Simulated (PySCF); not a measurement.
**Telling isomers of C6H10ClFSi apart by NMR**

[PySCF 2.14: shielding tensors at PBE0/pcSseg-1 (GIAO); structure optimised with GFN2-xTB; relativity neglected; single conformer; equivalent nuclei averaged; no solvent]

Shifts are taken against calculated references (same method and geometry level): TMS for ¹H and ¹³C. Splittings of carbon signals by F and P are missing where no couplings were computed. Where no couplings were computed, multiplicities follow the n + 1 count of equivalent neighbours, and m marks all less simple cases (inequivalent or close neighbours, rings, F or P nearby). Shifts are as computed. Against solution values, carbons near 30 ppm lie about +3 ppm off and those near 130 ppm about +5 ppm; carbons on Cl a further +6 ppm. Of 1309 compounds with measured shifts, 239 miss one by over three times the rms of a fit or turn the order of signals round; such compounds aren't used in these exercises. Carbons bonded to Cl come out too deshielded.

(1) Tabulate the signals of `F[C@@H]1C[SiH2]CC/C1=C\Cl`, `F[C@@H]1C[SiH2]CC/C1=C/Cl` and their relative energies.

(2) What is the quickest way to tell F[C@@H]1C[SiH2]CC/C1=C\Cl from F[C@@H]1C[SiH2]CC/C1=C/Cl?

## Answers

(1) 
```json
{"SMILES": "F[C@@H]1C[SiH2]CC/C1=C\\Cl", "carbon types": "1×C 2×CH 3×CH2", "δC": "151.8, 125.1, 96.7, 29.2, 24.2, 11.0", "δH": "6.38 (m, 1H), 5.29 (m, 1H), 4.23 (m, 1H), 4.18 (m, 1H), 3.54 (m, 1H), 1.79 (m, 1H), 1.66 (m, 1H), 1.17 (m, 1H), 0.87 (m, 1H), 0.82 (m, 1H)", "E rel. (kcal/mol)": "0.0"}
{"SMILES": "F[C@@H]1C[SiH2]CC/C1=C/Cl", "carbon types": "1×C 2×CH 3×CH2", "δC": "154.3, 123.3, 90.4, 30.6, 20.1, 14.3", "δH": "6.28 (m, 1H), 5.97 (m, 1H), 4.43 (m, 1H), 4.11 (m, 1H), 3.00 (m, 1H), 2.38 (m, 1H), 1.51 (m, 1H), 1.04 (m, 1H), 0.95 (m, 1H), 0.75 (m, 1H)", "E rel. (kcal/mol)": "0.9"}
```

Energies are electronic energies at PBE0/pcSseg-1 on these geometries, without zero-point or thermal terms, each for the one conformer computed, which needn't be the lowest.

(2) Both give the same number of carbon signals, with the same numbers of each carbon type, so the positions decide. The first has an allylic sp3 CH bonded to F at 96.7 ppm, the second an allylic sp3 CH bonded to F at 90.4 ppm. Their most deshielded carbons lie at 151.8 and 154.3 ppm.
